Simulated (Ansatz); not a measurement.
Mg8S8 (started as a model of: 2x2x4 MgS rock-salt block), relaxed as a singlet with RKS r2SCAN-D4/def2-SVP in Ansatz, starting from the GFN2-xTB geometry. Force threshold 0.03 eV/Å.

Start:

Cartesian coordinates in Å:
```
Mg 1.914 1.694 -2.922
S 2.007 -0.019 -1.162
Mg 1.192 -1.404 0.793
S 1.156 -3.084 2.606
S -0.124 1.073 -4.059
Mg -0.364 -0.214 -1.963
S -0.927 -2.093 -0.364
Mg -1.111 -3.259 1.793
S 1.292 3.641 -1.639
Mg 0.771 1.851 -0.021
S 0.558 0.602 2.167
Mg -0.008 -1.258 3.673
Mg -0.794 2.824 -2.538
S -1.640 1.507 -0.648
Mg -1.598 -0.234 1.187
S -2.324 -1.628 3.097
```

```
step   energy (eV)  largest force component (eV/Å)  SCF passes
   1  -130215.1386                           0.342          17
   2  -130215.2607                           0.198          19
   3  -130215.3039                           0.034          20
   4  -130215.3049                           0.008          20
```

Force components are those of the run's own axes.

End:

```
atom   x (Å)   y (Å)   z (Å)
 Mg1   1.887   1.642  -2.852
  S2   2.035  -0.046  -1.144
 Mg3   1.274  -1.402   0.745
  S4   1.177  -3.068   2.575
  S5  -0.136   1.036  -4.042
 Mg6  -0.403  -0.298  -1.973
  S7  -0.936  -2.101  -0.405
 Mg8  -1.092  -3.193   1.732
  S9   1.293   3.631  -1.603
Mg10   0.793   1.873   0.068
 S11   0.574   0.641   2.171
Mg12   0.000  -1.211   3.595
Mg13  -0.795   2.763  -2.474
 S14  -1.674   1.505  -0.621
Mg15  -1.664  -0.173   1.159
 S16  -2.333  -1.599   3.070
```

By distances, no bond broke or formed. The bond that changes most is S2–Mg3, from 2.53 to 2.45 Å (atoms count from 1).

No frequencies were taken in this run, so the end may be a saddle point.

Hardware: 4 threads of Arm Neoverse V2 on a shared host. Wall time 99 s, peak host memory 0.98 GiB.
